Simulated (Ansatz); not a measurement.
`[F][In]([F])[I]` + `C#[C][AlH2]` → `[F][InH][I]` + `FC#[C][AlH2]`  (redistribution)

Calculated with Ansatz (gas phase, PBE0-D4/def2-TZVP geometries, no zero-point term in ΔE). CBS: MP2 limit from def2 TZ/QZ plus the TZ coupled-cluster correction, frozen cores. Functionals use def2-TZVPP. def2 core potentials past Kr. For I, In outer-core shells are correlated without core-valence functions, which leaves a few kJ/mol of doubt a bond.

`[F][In]([F])[I]`:

```xyz
4

F     1.217   -0.865   -1.318
In    0.091   -0.058    0.023
F     0.748   -0.382    1.806
I    -2.056    1.304   -0.510
```

`C#[C][AlH2]`:

```xyz
6

C    -0.298    1.515   -0.994
C    -0.102    0.515   -0.338
Al    0.208   -1.057    0.693
H    -0.471    2.395   -1.571
H     1.143   -0.961    1.963
H    -0.480   -2.407    0.248
```

`[F][InH][I]`:

```xyz
4

F    -1.742   -0.250   -0.745
In   -0.082    0.020    0.232
I     1.977    0.016   -1.404
H    -0.153    0.214    1.916
```

`FC#[C][AlH2]`:

```xyz
6

F    -0.588   -3.005    0.100
C    -0.347   -1.762    0.059
C    -0.117   -0.575    0.019
Al    0.252    1.282   -0.043
H     0.576    2.041    1.305
H     0.225    2.020   -1.440
```

Problem. Is it downhill or uphill in electronic energy at CCSD(T)/CBS, and by how much? (An estimate is asked.)

Solution. Computed: Uphill: ΔE = +1.82 eV.

Problem. What do these levels give: B97M-V, r2SCANh-D4, BHLYP-D4, r2SCAN, HF/def2-SVP, CCSD(T)/def2-SVP? (Best estimate.)

Solution. The calculation gave: B97M-V 1.58, r2SCANh-D4 1.60, BHLYP-D4 1.68, r2SCAN 1.60, HF/def2-SVP 1.57, CCSD(T)/def2-SVP 1.60 eV.

Largest T1 diagnostic among the species: 0.015.

Leaving LDA and LC-ωPBE aside and taking each functional with its dispersion term where it has one, the values, not all of them listed here, spread over 0.21 eV, from PBE-D4 to B2PLYP. LDA lies −0.26 eV from PBE without D4. At CCSD(T), def2-SVP lies −0.22 eV from the extrapolated value and def2-TZVPP −0.11 eV.
